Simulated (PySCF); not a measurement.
C3H7ClSi2, SMILES C(#C[SiH2]C)[SiH2]Cl, CAM-B3LYP/def2-SVP optimised geometry.

```
13

Si     2.42    -0.37    -0.03
Cl     3.11    -1.36    -1.70
C      0.60    -0.36    -0.02
C     -0.62    -0.35     0.00
Si    -2.47    -0.35     0.00
C     -3.11    -1.26    -1.50
H      2.93     1.03    -0.07
H      2.93    -1.07     1.18
H     -2.93     1.07     0.00
H     -2.93    -1.00     1.26
H     -4.21    -1.27    -1.51
H     -2.76    -2.31    -1.50
H     -2.76    -0.79    -2.43
```

Density from CAM-B3LYP/def2-TZVP (PySCF) at that geometry.

Minimum of the electron density along straight lines between bonded atoms, close to the bond critical point (lines longer than 1.1 times the sum of covalent radii, or with two minima, are not listed):

```json
[
 {"bond": "Si1–Cl2", "length / Å": "2.067", "ρ at the minimum / e bohr⁻³": "[?]", "∇²ρ there / e bohr⁻⁵": "0.20", "position (fraction from the first atom)": "0.36"},
 {"bond": "Si1–C3", "length / Å": "1.827", "ρ at the minimum / e bohr⁻³": "0.123", "∇²ρ there / e bohr⁻⁵": "0.29", "position (fraction from the first atom)": "0.39"},
 {"bond": "C3–C4", "length / Å": "1.219", "ρ at the minimum / e bohr⁻³": "[?]", "∇²ρ there / e bohr⁻⁵": "[?]", "position (fraction from the first atom)": "0.50"},
 {"bond": "C4–Si5", "length / Å": "1.848", "ρ at the minimum / e bohr⁻³": "0.116", "∇²ρ there / e bohr⁻⁵": "0.29", "position (fraction from the first atom)": "0.61"},
 {"bond": "Si5–C6", "length / Å": "1.872", "ρ at the minimum / e bohr⁻³": "0.124", "∇²ρ there / e bohr⁻⁵": "0.16", "position (fraction from the first atom)": "0.39"},
 {"bond": "Si1–H7", "length / Å": "1.481", "ρ at the minimum / e bohr⁻³": "0.127", "∇²ρ there / e bohr⁻⁵": "0.13", "position (fraction from the first atom)": "0.49"},
 {"bond": "Si1–H8", "length / Å": "1.481", "ρ at the minimum / e bohr⁻³": "0.127", "∇²ρ there / e bohr⁻⁵": "0.13", "position (fraction from the first atom)": "0.49"},
 {"bond": "Si5–H9", "length / Å": "1.488", "ρ at the minimum / e bohr⁻³": "0.123", "∇²ρ there / e bohr⁻⁵": "0.14", "position (fraction from the first atom)": "0.49"},
 {"bond": "Si5–H10", "length / Å": "1.488", "ρ at the minimum / e bohr⁻³": "0.123", "∇²ρ there / e bohr⁻⁵": "0.14", "position (fraction from the first atom)": "0.49"},
 {"bond": "C6–H11", "length / Å": "1.101", "ρ at the minimum / e bohr⁻³": "0.267", "∇²ρ there / e bohr⁻⁵": "-0.88", "position (fraction from the first atom)": "0.64"},
 {"bond": "C6–H12", "length / Å": "1.100", "ρ at the minimum / e bohr⁻³": "0.268", "∇²ρ there / e bohr⁻⁵": "-0.89", "position (fraction from the first atom)": "0.64"},
 {"bond": "C6–H13", "length / Å": "1.100", "ρ at the minimum / e bohr⁻³": "0.268", "∇²ρ there / e bohr⁻⁵": "-0.89", "position (fraction from the first atom)": "0.64"}
]
```

### Question
Fill in the missing entries.

### Answer

- Si1–Cl2, ρ at the minimum / e bohr⁻³: 0.098
- C3–C4, ρ at the minimum / e bohr⁻³: 0.421
- C3–C4, ∇²ρ there / e bohr⁻⁵: -1.31
